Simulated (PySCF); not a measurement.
Cartesian coordinates in Å; atom numbers follow the order of the lines, from 1:
```xyz
26

C     4.5310   -0.0575   -0.1180
C     3.1902    0.6077   -0.3841
C     1.9983   -0.2345    0.0501
C     0.6512    0.4220   -0.2144
C    -0.5393   -0.4202    0.2207
C    -1.8865    0.2359   -0.0445
C    -3.0783   -0.6062    0.3902
C    -4.4192    0.0582    0.1227
H     4.6668   -0.2672    0.9553
H     5.3718    0.5748   -0.4417
H     4.6133   -1.0183   -0.6514
H     3.1505    1.5834    0.1320
H     3.0968    0.8382   -1.4604
H     2.0359   -1.2123   -0.4644
H     2.0875   -0.4645    1.1278
H     0.5620    0.6512   -1.2921
H     0.6140    1.3998    0.2997
H    -0.5019   -1.3982   -0.2930
H    -0.4504   -0.6490    1.2985
H    -1.9756    0.4651   -1.1223
H    -1.9243    1.2141    0.4694
H    -3.0380   -1.5825   -0.1248
H    -2.9853   -0.8354    1.4668
H    -4.5022    1.0194    0.6554
H    -4.5544    0.2672   -0.9509
H    -5.2599   -0.5742    0.4463
```

Geometry: PBE0-D3(BJ)/def2-SVP; GIAO shifts from PySCF 2.14, gas phase, non-relativistic, averaged over equivalent atoms.

At wB97X-D/pcSseg-1 (226 basis functions, 53 s wall time on 1 thread of an Arm Neoverse V1, shared host):
| atoms | δ (ppm) |
| --- | --- |
| C3/C6 | 35.8 |
| C4/C5 | 34.3 |
| C2/C7 | 26.5 |
| C1/C8 | 16.8 |
| H12/H13/H22/H23 | 1.16 |
| H16/H17/H18/H19 | 1.10 |
| H14/H15/H20/H21 | 1.04 |
| H9/H10/H11/H24/H25/H26 | 1.00 |

References, each an isolated molecule treated in the same way: TMS for ¹³C (184.54 ppm) and ¹H (31.38 ppm).

Task: Predict the values at PBE0/pcSseg-1 on the same geometry.

Result: 
```
                 atoms  δ at PBE0/pcSseg-1  change
                 C3/C6                36.6    +0.8
                 C4/C5                35.0    +0.7
                 C2/C7                27.2    +0.7
                 C1/C8                16.7    -0.1
       H12/H13/H22/H23                1.19   +0.03
       H16/H17/H18/H19                1.13   +0.03
       H14/H15/H20/H21                1.07   +0.03
H9/H10/H11/H24/H25/H26                1.00   +0.00
```

Referencing at the same level of theory: TMS for ¹³C (184.41 ppm), ¹H (31.27 ppm).

The largest change is at C3/C6 (sp3 CH2). Cost: 226 basis functions, 43 s wall time on 1 thread of an Arm Neoverse V1, shared host. The order of the carbon signals is the same at both levels.
